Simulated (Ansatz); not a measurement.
An input meant for Hg₃Te₃H₁₂ (charge 0, singlet; scaled by 1.25; with a point charge).

```yaml
crystal:
  periodic: [false, false, false]
  atoms:
    - {symbol: Te, position_ang: [-0.002375, -3.272169, -0.017530]}
    - {symbol: Hg, position_ang: [-4.525957, -2.603098, 0.028183]}
    - {symbol: Te, position_ang: [-2.828631, 1.643855, -0.023498]}
    - {symbol: Hg, position_ang: [4.526350, -2.621450, 0.033229]}
    - {symbol: Te, position_ang: [2.834380, 1.628503, 0.000975]}
    - {symbol: Hg, position_ang: [0.011274, 5.229293, 0.029224]}
    - {symbol: H, position_ang: [-0.024300, -4.753995, 1.442234]}
    - {symbol: H, position_ang: [-0.011635, -4.716810, -1.514425]}
    - {symbol: H, position_ang: [-4.608391, -2.657725, -2.041978]}
    - {symbol: H, position_ang: [-4.532789, -2.599829, 2.101280]}
    - {symbol: H, position_ang: [-4.082781, 2.372679, -1.514717]}
    - {symbol: H, position_ang: [-4.119080, 2.361013, 1.441995]}
    - {symbol: H, position_ang: [4.594539, -2.650906, -2.038199]}
    - {symbol: H, position_ang: [4.545945, -2.642633, 2.105834]}
    - {symbol: H, position_ang: [4.063054, 2.330546, -1.523846]}
    - {symbol: H, position_ang: [4.137277, 2.392360, 1.431400]}
    - {symbol: H, position_ang: [0.006744, 5.255200, 2.101929]}
    - {symbol: H, position_ang: [0.016376, 5.305178, -2.042091]}
basis:
  gaussian: {orbitals: def2-SVP, point_charges: [{charge: 1.00, position_ang: [7.536, -0.519, 0.992]}]}
hamiltonian: {xc: {name: HF}}
correlation: {method: mp2, frozen_orbitals: {Te: 0}}
output: {forces: true}
```

```sh
$ ansatz run in.yaml --threads 4 --pin off --events-out ev --progress --plain --max-ram 4787MiB
```

Shortened log:

```
Functional definition: HF
Error: "frozen_orbitals" has no count for Hg
```

Question: Something in this input is off. What?

Answer: Frozen orbitals are typed for one element alone, and the program wants a count for each (the count typed has to fit that element's core, too). The input was rejected before any iteration.
